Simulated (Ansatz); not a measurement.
Geometry optimisation, Ansatz 0.2.0, RKS PBE/def2-SVP.

input.yaml

```yaml
crystal:
  periodic: [false, false, false]
  atoms:
    - { symbol: Sn, position_ang: [-0.14508, 0.277683, -0.062959] }
    - { symbol: O, position_ang: [-0.180988, 0.438932, 1.915382] }
    - { symbol: H, position_ang: [-1.082583, 0.316246, 2.268425] }
    - { symbol: H, position_ang: [1.470009, 0.718141, -0.452157] }
    - { symbol: H, position_ang: [-1.309459, 1.381698, -0.721709] }
    - { symbol: H, position_ang: [-0.52919, -1.344937, -0.539846] }
    - { symbol: Si, position_ang: [1.633688, -2.629712, 1.393113] }
    - { symbol: H, position_ang: [0.62942, -3.675186, 0.989135] }
    - { symbol: H, position_ang: [2.392996, -2.198731, 0.166564] }
    - { symbol: H, position_ang: [2.605865, -3.2399, 2.366384] }
    - { symbol: H, position_ang: [0.945722, -1.468834, 1.99657] }
basis:
  gaussian: { orbitals: def2-SVP }
hamiltonian:
  xc: pbe
relax:
  f_tol: 0.03
  max_steps: 50
output:
  orbitals: {}
```

Launched with:

```bash
$ ansatz run input.yaml --threads 2 --pin off --max-ram 3072MiB --backend cpu --events-out ev --progress --plain --runs-dir out
```

Problem. Where does it end, and by what steps?

Solution. It converged. The force dipped under the threshold on the way, but the program's further checks kept it going. After 21 steps the energy has fallen by 0.121 eV; H4 moved furthest, 1.38 Å.

```json
{"step": "0", "energy less start (eV)": "0.0000", "largest force component (eV/Å)": "0.819", "accepted": "yes"}
{"step": "1", "energy less start (eV)": "-0.0901", "largest force component (eV/Å)": "0.350", "accepted": "yes"}
{"step": "2", "energy less start (eV)": "-0.1024", "largest force component (eV/Å)": "0.411", "accepted": "yes"}
{"step": "3", "energy less start (eV)": "-0.0588", "largest force component (eV/Å)": "1.863", "accepted": "no"}
{"step": "4", "energy less start (eV)": "-0.1065", "largest force component (eV/Å)": "0.041", "accepted": "yes"}
{"step": "5", "energy less start (eV)": "-0.1074", "largest force component (eV/Å)": "0.023", "accepted": "yes"}
{"step": "6", "energy less start (eV)": "-0.1078", "largest force component (eV/Å)": "0.021", "accepted": "yes"}
{"step": "7", "energy less start (eV)": "-0.1086", "largest force component (eV/Å)": "0.011", "accepted": "yes"}
{"step": "8", "energy less start (eV)": "-0.1086", "largest force component (eV/Å)": "0.092", "accepted": "yes"}
{"step": "9", "energy less start (eV)": "-0.1101", "largest force component (eV/Å)": "0.119", "accepted": "yes"}
{"step": "10", "energy less start (eV)": "-0.1124", "largest force component (eV/Å)": "0.044", "accepted": "yes"}
{"step": "11", "energy less start (eV)": "-0.1136", "largest force component (eV/Å)": "0.035", "accepted": "yes"}
{"step": "12", "energy less start (eV)": "-0.1143", "largest force component (eV/Å)": "0.052", "accepted": "yes"}
{"step": "13", "energy less start (eV)": "-0.1150", "largest force component (eV/Å)": "0.054", "accepted": "yes"}
{"step": "14", "energy less start (eV)": "-0.1166", "largest force component (eV/Å)": "0.067", "accepted": "yes"}
{"step": "15", "energy less start (eV)": "-0.1173", "largest force component (eV/Å)": "0.080", "accepted": "yes"}
{"step": "16", "energy less start (eV)": "-0.1165", "largest force component (eV/Å)": "0.102", "accepted": "no"}
{"step": "17", "energy less start (eV)": "-0.1187", "largest force component (eV/Å)": "0.044", "accepted": "yes"}
{"step": "18", "energy less start (eV)": "-0.1190", "largest force component (eV/Å)": "0.049", "accepted": "yes"}
{"step": "19", "energy less start (eV)": "-0.1199", "largest force component (eV/Å)": "0.072", "accepted": "yes"}
{"step": "20", "energy less start (eV)": "-0.1204", "largest force component (eV/Å)": "0.062", "accepted": "yes"}
{"step": "21", "energy less start (eV)": "-0.1213", "largest force component (eV/Å)": "0.014", "accepted": "yes"}
```

```xyz
11
Properties=species:S:1:pos:R:3
Sn -0.416 0.872 -0.323
O -0.013 0.557 1.634
H -0.679 -0.045 2.017
H 0.871 1.911 -0.794
H -1.967 1.632 -0.469
H -0.395 -0.641 -1.171
Si 1.805 -3.138 1.687
H 0.710 -4.153 1.503
H 2.701 -3.158 0.480
H 2.607 -3.495 2.907
H 1.206 -1.768 1.848
```

Whether the end is a true minimum wasn't checked by a vibrational analysis.

The run took 31 s on 2 threads of Arm Neoverse V2 (shared host), peak memory 0.13 GiB.
